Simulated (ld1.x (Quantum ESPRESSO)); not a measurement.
## fluorine: excitation energies, all-electron against TM

fluorine (F), norm-conserving Troullier–Martins (Kleinman–Bylander form), made with ld1.x (Quantum ESPRESSO) 7.5 (PBEsol, non-relativistic). Core [He], reference 2s2 2p3.5 (charge +1.5). Waves: 2s (bound): rc 0.75 bohr; 2p (bound): rc 0.85 bohr. Local part: all-electron potential smoothed inside 0.65 bohr (lloc = -1). Core correction: none.

Energies are relative to the spin-unpolarised reference configuration 2s2 2p3.5; without spin polarisation the order of configurations can differ from experiment.

| valence configuration | charge | ΔE all-electron (eV) | error AE − PS (meV) |
| --- | --- | --- | --- |
| 2s2 2p5 | 0 | -35.890 | +6.8 |
| 2s2 2p4 | +1 | -16.561 | +1.7 |
| 2s2 2p3 | +2 | 21.727 | +3.4 |
| 2s1 2p6 | 0 | -17.283 | +26 |
| 2s2 2p2 | +3 | 82.221 | +57 |
| 2s2 2p1 | +4 | 167.810 | +277 |

Q: What are ΔE and the potential's error for 2s1 2p5?

A: ΔE = 2.331 eV all-electron; the error (AE − PS) is +19 meV.

Levels in the configuration 2s2 2p3:

| level | all-electron (eV) | pseudo (eV) |
| --- | --- | --- |
| 2s | -67.655 | -67.651 |
| 2p | -48.883 | -48.867 |
